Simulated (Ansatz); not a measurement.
The first iterations of a band of GaH4N + H2 (8 atoms, charge 0, multiplicity 1).

All numbers below come from RKS PBE/def2-SVP (Ansatz).

```
movable images  : 5
climbing image  : yes
spring          : 5.0 eV/Å²
optimiser       : quadratic models (default)
start path      : through a guess of the saddle point
force threshold : 0.03 eV/Å
iteration limit : 60
end points      : relaxed
```

First end point:

```xyz
8
Properties=species:S:1:pos:R:3
Ga 0.092 -0.839 0.029
N -0.001 -0.037 1.672
H -0.861 0.060 2.217
H 0.815 0.255 2.214
H 1.529 -0.966 -0.594
H -1.275 -1.297 -0.595
H -0.403 3.358 1.846
H -0.313 2.605 1.706
```

Last end point:

```xyz
8
Properties=species:S:1:pos:R:3
Ga 0.058 0.392 -0.076
N -0.151 0.392 2.088
H -0.346 -0.552 2.448
H 0.705 0.727 2.549
H 1.302 -0.595 -0.182
H -1.382 -0.178 -0.443
H 0.320 1.949 -0.280
H -0.922 1.002 2.391
```

| iteration | highest image above the first end (eV) | largest band force component (eV/Å) |
| --- | --- | --- |
| 1 | 1.663 | 6.618 |
| 2 | 0.971 | 2.332 |
| 3 | 0.847 | 1.797 |
| 4 | 0.537 | 1.676 |

**Question.** Does the band converge within its limit, and where does its top end?

**Answer.** The forces met the threshold. It ended after 12 iterations with the highest image 0.775 eV above the first end. Neighbouring images differ by up to 1.3 eV, so the band resolves the path poorly. A vibrational analysis at the climbing image gives one clearly imaginary mode, 1072i cm⁻¹: a first-order saddle point. The orbitals stay closed-shell, which can raise the energy where a bond breaks towards radicals; this wasn't checked here.

The run took 92 s on 1 thread of Arm Neoverse V2, with other jobs on the host, peak memory 0.14 GiB.
